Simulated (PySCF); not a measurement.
**How a change of structure moves an absorption spectrum**

Theory: TDDFT wB97X-D/def2-SVPD, vertical, gas phase, core orbitals frozen in the response in PySCF. Geometries: PBE0-D3(BJ)/def2-SVP; one conformer of each isolated species. Triplets are in the Tamm–Dancoff approximation. Atoms past krypton carry core potentials; spin–orbit coupling is left out.

Parent: `[CH3][Be][CH3]` (BeMe2), with lowest singlet excitation energy 7.04 eV, lowest triplet energy 6.75 eV, S1–T1 gap 0.30 eV, HOMO–LUMO gap 11.75 eV, HOMO energy -10.09 eV, mean static polarisability 41.9 au. Its spectrum: 7.04 eV (f 0.000 summed over 2 states); 7.75 eV (f 0.227); 8.08 eV (f 0.000); 8.22 eV (f 0.197 summed over 2 states); 8.82 eV (f 0.000 summed over 2 states).

(1) Order the derivatives by their lowest singlet excitation, lowest first, with the shift from the parent.
A. ligand (both): Me to CCH: `C#[C][Be][C]#C`
B. ligand (both): Me to NH2: `[NH2][Be][NH2]`
C. ligand (both): Me to Cl: `[Cl][Be][Cl]`
D. ligand (both): Me to SiH3: `[SiH3][Be][SiH3]`
E. ligand (both): Me to H: `[H][Be][H]`
F. ligand (both): Me to F: `[F][Be][F]`
G. ligand (both): Me to CN: `N#[C][Be][C]#N`
H. ligand (both): Me to Br: `[Br][Be][Br]`
I. ligand (both): Me to I: `[I][Be][I]`

(1) D (shift -2.67 eV), A (shift -1.80 eV), I (shift -1.31 eV), G (shift -1.00 eV), B (shift -0.89 eV), E (shift -0.68 eV), H (shift -0.05 eV), C (shift +0.92 eV), F (shift +2.72 eV).

| change | SMILES | Δ S1 (eV) | Δ T1 (eV) | Δ S1−T1 (eV) | Δ gap (eV) | Δ HOMO (eV) | Δ α (au) |
| --- | --- | --- | --- | --- | --- | --- | --- |
| ligand (both): Me to SiH3 | [SiH3][Be][SiH3] | -2.67 | -2.96 | +0.28 | -2.57 | +0.74 | +40.2 |
| ligand (both): Me to Cl | [Cl][Be][Cl] | +0.92 | +0.90 | +0.02 | +0.77 | -1.46 | -1.5 |
| ligand (both): Me to Br | [Br][Be][Br] | -0.05 | -0.09 | +0.04 | -0.02 | -0.66 | +14.6 |
| ligand (both): Me to H | [H][Be][H] | -0.68 | -0.82 | +0.13 | -0.26 | -0.72 | -21.2 |
| ligand (both): Me to F | [F][Be][F] | +2.72 | +2.83 | -0.11 | +3.08 | -3.83 | -28.7 |
| ligand (both): Me to NH2 | [NH2][Be][NH2] | -0.89 | -0.83 | -0.06 | -0.91 | +1.05 | -8.2 |
| ligand (both): Me to CCH | C#[C][Be][C]#C | -1.80 | -2.27 | +0.47 | -1.40 | +0.04 | +16.3 |
| ligand (both): Me to CN | N#[C][Be][C]#N | -1.00 | -1.54 | +0.54 | -0.46 | -2.37 | -0.3 |
| ligand (both): Me to I | [I][Be][I] | -1.31 | -1.30 | 0.00 | -1.46 | +0.38 | +44.8 |

S1 falls most with ligand (both): Me to SiH3 (-2.67 eV), and it rises most with ligand (both): Me to F (+2.72 eV). S1 is simply the lowest singlet of each species and needn't be the same kind of state throughout. Over these 9 changes the shifts of S1 and of the HOMO–LUMO gap correlate with r = 0.99.
